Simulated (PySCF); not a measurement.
Record of a relaxation.

Species: C2H6Sn.
Atom-mapped SMILES: `[CH2:1]=[CH:2][SnH3:3]` (hydrogens: H4, H5 on C1; H6 on C2; H7, H8, H9 on Sn3)

Method: PBE0-D3(BJ)/def2-SVP geometry optimisation, gas phase, def2 core potentials past Kr in PySCF 2.14.0; density fitting, grid level 1; the optimiser is geomeTRIC in internal coordinates, started from a GFN2-xTB structure with every atom displaced at random (about 0.01 Å). The frame can shift and turn from step to step; on so coarse a grid that alone can change the energy by a few meV, and forces under 0.02 eV/Å are noise.

Step 0: E = -7997.2867 eV, largest atomic force 2.178 eV/Å
```
atom  x, y, z in Å  |  force x, y, z in eV/Å
C1     -1.650   -0.166    0.186   -1.121   0.530   0.896
C2     -0.582   -0.344   -0.528    2.033  -0.142  -0.767
Sn3     1.359    0.232    0.074    0.156   0.071   0.169
H4     -2.608   -0.449   -0.177   -1.206  -0.448  -0.398
H5     -1.656    0.335    1.135    0.091   0.314   0.818
H6     -0.651   -0.822   -1.490   -0.138  -0.350  -0.659
H7      2.416   -1.070    0.165    0.247  -0.536  -0.001
H8      2.080    1.308   -0.995    0.108   0.385  -0.434
H9      1.352    0.959    1.597   -0.171   0.175   0.376
```

Step 1: E = -7997.4221 eV, largest atomic force 0.281 eV/Å
```
atom  x, y, z in Å  |  force x, y, z in eV/Å
C1     -1.578    0.021    0.047   -0.021   0.019  -0.148
C2     -0.475   -0.162   -0.686   -0.062  -0.011   0.033
Sn3     1.479    0.430   -0.049    0.197   0.033   0.033
H4     -2.569   -0.287   -0.320    0.102   0.014   0.067
H5     -1.561    0.502    1.032    0.012  -0.023   0.017
H6     -0.575   -0.642   -1.669    0.015   0.012   0.034
H7      2.525   -0.953    0.043   -0.163   0.229  -0.011
H8      2.160    1.561   -1.176   -0.106  -0.178   0.188
H9      1.330    1.162    1.514    0.025  -0.096  -0.213
```

Step 2: E = -7997.4303 eV, largest atomic force 0.076 eV/Å
```
atom  x, y, z in Å  |  force x, y, z in eV/Å
C1     -1.567    0.027    0.042   -0.021  -0.014   0.003
C2     -0.473   -0.164   -0.699   -0.015   0.001   0.016
Sn3     1.472    0.429   -0.049   -0.016  -0.019  -0.035
H4     -2.564   -0.282   -0.299    0.013  -0.002  -0.018
H5     -1.530    0.500    1.030   -0.003   0.009   0.004
H6     -0.572   -0.646   -1.680   -0.014   0.004   0.008
H7      2.506   -0.929    0.051    0.044  -0.059   0.007
H8      2.150    1.545   -1.152    0.029   0.053  -0.045
H9      1.313    1.152    1.492   -0.017   0.028   0.060
```

Step 3: E = -7997.4311 eV, largest atomic force under 0.02 eV/Å
```
atom  x, y, z in Å  |  force x, y, z in eV/Å
C1     -1.574    0.027    0.044    0.006   0.000  -0.001
C2     -0.474   -0.161   -0.689    0.004  -0.005  -0.006
Sn3     1.478    0.429   -0.050   -0.012  -0.001   0.002
H4     -2.563   -0.288   -0.312   -0.002   0.005   0.009
H5     -1.550    0.500    1.032    0.002   0.000  -0.003
H6     -0.574   -0.642   -1.670    0.003  -0.003  -0.005
H7      2.514   -0.935    0.046    0.000  -0.004   0.000
H8      2.155    1.548   -1.159   -0.001   0.004  -0.002
H9      1.324    1.155    1.495   -0.001   0.004   0.007
```

Step 4: E = -7997.4312 eV, largest atomic force under 0.02 eV/Å
```
atom  x, y, z in Å  |  force x, y, z in eV/Å
C1     -1.571    0.027    0.043   -0.004   0.003  -0.002
C2     -0.473   -0.164   -0.694    0.002   0.001   0.004
Sn3     1.476    0.428   -0.050    0.013   0.000  -0.002
H4     -2.563   -0.284   -0.306    0.002  -0.002  -0.003
H5     -1.540    0.502    1.030    0.000   0.000   0.001
H6     -0.574   -0.646   -1.675   -0.002  -0.001   0.003
H7      2.513   -0.935    0.048   -0.006   0.009   0.000
H8      2.153    1.551   -1.157   -0.004  -0.006   0.008
H9      1.316    1.154    1.496   -0.001  -0.005  -0.011
```

Task: Summarise the path.

Result: The energy falls by 0.1445 eV from step 0 to step 4; nine tenths of that is first reached at step 1. It falls at every step. The largest force goes from 2.178 to under 0.02 eV/Å. Among the bonds C1=C2 changes most, from 1.298 to 1.336 Å; the atoms move by 0.057 Å rms after alignment.

Task: Follow the three bonds and two angles with the largest change from start to end.

Result: 
```tsv
step	E above end (eV)	largest force (eV/Å)	C1=C2 (Å)	Sn3–H8 (Å)	Sn3–H7 (Å)	C2–Sn3–H9 (°)	H7–Sn3–H8 (°)
0	0.1445	2.178	1.298	1.679	1.680	111.8	105.1
1	0.0091	0.281	1.337	1.736	1.737	107.9	108.5
2	0.0009	0.076	1.336	1.710	1.710	107.9	108.4
3	0.0001	under 0.02	1.336	1.715	1.715	107.7	108.5
4	0.0000	under 0.02	1.336	1.716	1.716	107.7	108.5
```

What follows is the cost of the whole optimisation. On an Arm Neoverse V1 with one thread, shared host, this took 14 s wall and 0.36 GiB of memory at its peak.
